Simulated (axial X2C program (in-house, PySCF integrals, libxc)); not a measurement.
**Excited states of ZrN⁻ by EOM-EE-CCSD**

Computed with an in-house all-electron X2C program for linear molecules (integrals from PySCF): two-component X2C with atomic mean-field Coulomb and Gaunt terms, Gaussian nuclei, basis Zr dyall-acv3z, N dyall-av3z with contracted cores.

R = 1.701 Å (near the PBE0 minimum at charge -1 of the determinant lowest at the starting distance; the state shown can have its own minimum elsewhere).

Vertical excitation energies from the closed-shell determinant state of ZrN⁻:

```csv
Ω,excitation (eV),cm⁻¹,hole of the leading pair,particle of the leading pair,weight of the pair (for Ω = 0 its time-reversed partner can hold as much again),singles weight
0⁻,1.162,9373,"65% Zr sσ, 16% Zr pσ, 10% N pσ","71% Zr pπ, 19% Zr dπ, 9% N pπ",0.49,0.97
0⁺,1.162,9376,"65% Zr sσ, 16% Zr pσ, 10% N pσ","71% Zr pπ, 19% Zr dπ, 9% N pπ",0.49,0.97
1,1.176,9486,"65% Zr sσ, 16% Zr pσ, 10% N pσ","71% Zr pπ, 19% Zr dπ, 9% N pπ",0.49,0.97
2,1.190,9599,"65% Zr sσ, 16% Zr pσ, 10% N pσ","71% Zr pπ, 19% Zr dπ, 9% N pπ",0.97,0.97
1,1.717,13850,"65% Zr sσ, 17% Zr pσ, 11% N pσ","50% Zr pσ, 40% Zr sσ",0.96,0.96
0⁻,1.717,13850,"65% Zr sσ, 17% Zr pσ, 11% N pσ","50% Zr pσ, 40% Zr sσ",0.48,0.96
1,1.827,14736,"65% Zr sσ, 17% Zr pσ, 10% N pσ",97% Zr pπ,0.48,0.94
0⁺,1.876,15128,"65% Zr sσ, 17% Zr pσ, 10% N pσ","78% Zr pσ, 19% Zr sσ",0.47,0.95
0,1.982,15986,"65% Zr sσ, 17% Zr pσ, 10% N pσ",96% Zr pπ,0.91,0.96
1,1.984,16003,"65% Zr sσ, 17% Zr pσ, 10% N pσ",96% Zr pπ,0.49,0.96
2,1.986,16022,"65% Zr sσ, 17% Zr pσ, 10% N pσ",96% Zr pπ,0.96,0.96
```

This point took 2.1 min on 1 thread of Arm Neoverse N1 (shared host).

Reference electrons by ω block (each with its −ω partner): 1/2: 17, 3/2: 6, 5/2: 1. 18 electrons of ZrN⁻ correlated (inner shells frozen), 84 natural virtual spinors (a truncated set); levels can be off by some tenths of an eV. Roots sought by Ω: (0: 5, 1: 4, 2: 3, 3: 1); rows need 60 % singles weight and stop where some Ω has no more roots. Missing are any skipped roots, higher Ω and states of a further excitation; these come out far too high here and may in truth be low or lowest. T1 of the reference 0.033 (Lee–Taylor). The highest Hartree–Fock level of the anion lies at -1.16 eV; relaxation, partly offset by correlation, puts the detachment threshold some tenths of an eV to over one eV lower in magnitude, and states above it are held by the basis set and are not bound; that holds for every row here. Number of frozen shells: Zr 3 s, 2 p, 1 d; N 1 s. Large amplitudes in the reference (orbital relaxation or multireference character) lower the reliability.
